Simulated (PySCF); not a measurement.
Job file and geometry (Å, from GFN2-xTB) of an NMR shielding run on SMILES C1(C=C)(BCl)CC1, C$_{5}$H$_{8}$BCl, PySCF 2.14.0, density-fitted response routines, GIAO PBE0/pcSseg-1 NMR shielding, non-relativistic, gas phase; density fitting, a coarse starting grid and PySCF grid level 2 are the driver's defaults:

```
$ OMP_NUM_THREADS=1 python probes_run.py task.json out

{"job": {"kind": "nmr", "xc": "PBE0", "basis": "pcSseg-1"}, "charge": 0, "multiplicity": 1}
C      1.966625    -0.933613     0.408286
C      1.128080    -0.465102    -0.497571
C     -0.276760    -0.041941    -0.231081
B     -1.392373    -0.962295    -0.796224
Cl    -3.027411    -0.575173    -0.535539
C     -0.516694     1.469652    -0.235910
C     -0.535265     0.739499     1.051119
H      1.686049    -1.042858     1.442980
H      2.968380    -1.235747     0.154320
H      1.435526    -0.386931    -1.533231
H     -1.147572    -1.933384    -1.407875
H      0.338034     2.089087    -0.464317
H     -1.449030     1.829392    -0.644545
H     -1.482912     0.591925     1.546553
H      0.300907     0.865479     1.721123
```

Q: What does the program print?

A: 
```
coarse grid: 13104 points
cycle   1  E = -679.8312923820  dE =  9.485e-01  |g| = 3.459e-01  |ddm| = 3.451e+00
cycle   2  E = -679.8330210684  dE = -1.729e-03  |g| = 3.541e-01  |ddm| = 6.502e-01
cycle   3  E = -679.8652650365  dE = -3.224e-02  |g| = 4.364e-02  |ddm| = 3.412e-01
cycle   4  E = -679.8656646907  dE = -3.997e-04  |g| = 1.894e-02  |ddm| = 6.780e-02
cycle   5  E = -679.8657505410  dE = -8.585e-05  |g| = 4.246e-03  |ddm| = 2.135e-02
cycle   6  E = -679.8657548094  dE = -4.268e-06  |g| = 1.280e-03  |ddm| = 5.456e-03
final grid: 121976 points
cycle   7  E = -679.9060131943  dE = -4.697e-05  |g| = 7.946e-03  |ddm| = 3.147e-02
cycle   8  E = -679.9060079740  dE =  5.220e-06  |g| = 9.073e-03  |ddm| = 1.656e-02
cycle   9  E = -679.9060294462  dE = -2.147e-05  |g| = 1.258e-03  |ddm| = 9.493e-03
cycle  10  E = -679.9060297740  dE = -3.278e-07  |g| = 4.098e-04  |ddm| = 1.401e-03
cycle  11  E = -679.9060298145  dE = -4.056e-08  |g| = 1.052e-04  |ddm| = 3.927e-04
cycle  12  E = -679.9060298172  dE = -2.626e-09  |g| = 2.538e-05  |ddm| = 1.143e-04
cycle  13  E = -679.9060298173  dE = -1.530e-10  |g| = 5.882e-06  |ddm| = 2.872e-05
converged SCF energy = -679.9060298173

GIAO shielding tensors (ppm)
atom      isotropic    diamagn.    paramagn.     s11        s22        s33       span
  0 C       64.249     255.094    -190.844    -51.729     80.811    163.665    215.394
  1 C       33.993     253.278    -219.286    -90.347     38.710    153.614    243.961
  2 C      155.026     256.390    -101.364    100.818    158.963    205.296    104.478
  3 B       28.979     191.083    -162.105    -42.317     22.535    106.718    149.035
  4 Cl     710.614    1148.863    -438.249    377.911    664.036   1089.894    711.984
  5 C      163.334     252.531     -89.196    127.552    171.679    190.772     63.220
  6 C      164.779     251.322     -86.543    131.587    174.441    188.308     56.722
  7 H       26.374      32.456      -6.082     22.208     25.225     31.690      9.482
  8 H       26.276      29.253      -2.977     23.501     25.324     30.003      6.501
  9 H       24.890      31.397      -6.506     22.634     23.649     28.387      5.753
 10 H       24.581      28.614      -4.032     23.208     23.633     26.903      3.694
 11 H       30.957      31.602      -0.644     25.252     27.917     39.703     14.452
 12 H       30.471      31.877      -1.406     24.288     29.243     37.881     13.593
 13 H       30.328      31.724      -1.396     24.117     29.091     37.776     13.659
 14 H       30.315      32.173      -1.858     24.666     27.678     38.601     13.935
```

Size and cost of the density-fitted run: 166 basis functions, 17 s wall time on 1 thread of an AMD EPYC 9R45 96-Core, shared host; peak memory 0.75 GiB.
